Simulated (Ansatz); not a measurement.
`[F][GaH][Br]` + H• → `[F][Ga][Br]`• + H₂  (hydrogen abstraction from a Ga–H bond)

Program: Ansatz. Geometries: PBE0-D4/def2-TZVP. ΔE: electronic, gas phase. CBS: MP2 limit from def2 TZ/QZ plus the TZ coupled-cluster correction, frozen cores. This one scheme is used for every species, atoms too. Functionals use def2-TZVPP. No spin–orbit coupling; open shells (•) take unrestricted orbitals. Bonds to Br, Ga are less sure, by a few kJ/mol each and by 10 to 20 or more in all where they break to atoms, as the def2 sets lack core-valence functions. Scalar relativity is left out up to krypton.

| level | ΔE (kJ/mol) | difference from CCSD(T)/CBS |
| --- | --- | --- |
| PBE-D4 | -120.6 | -14.7 |
| r2SCAN-D4 | -121.1 | -15.2 |
| B97M-V | -106.6 | -0.7 |
| PBE0-D4 | -111.3 | -5.4 |
| r2SCANh-D4 | -119.4 | -13.5 |
| HF/def2-SVP | -76.5 | 29.4 |
| CCSD(T)/def2-SVP | -98.2 | 7.7 |
| MP2/def2-TZVPP | -97.8 | 8.1 |
| CCSD/def2-TZVPP | -107.8 | -1.9 |
| MP2/def2-QZVPP | -96.6 | 9.3 |
| CCSD(T)/CBS | -105.9 | 0 |

Largest T1 diagnostic among the species: 0.014.

From r2SCAN to r2SCAN0 (25 % exact exchange), in def2-TZVPP and without D4, ΔE moves by +4.2 kJ/mol. In def2-TZVPP, CCSD(T) changes the Hartree–Fock value by −20.8 kJ/mol (the triples alone add −0.4 kJ/mol) and MP2 by −10.4 kJ/mol. Leaving LDA and LC-ωPBE aside and taking each functional with its dispersion term where it has one, the values, not all of them listed here, spread over 38.0 kJ/mol, from BLYP-D4 to PBE-QIDH. LDA lies +8.5 kJ/mol from PBE without D4.
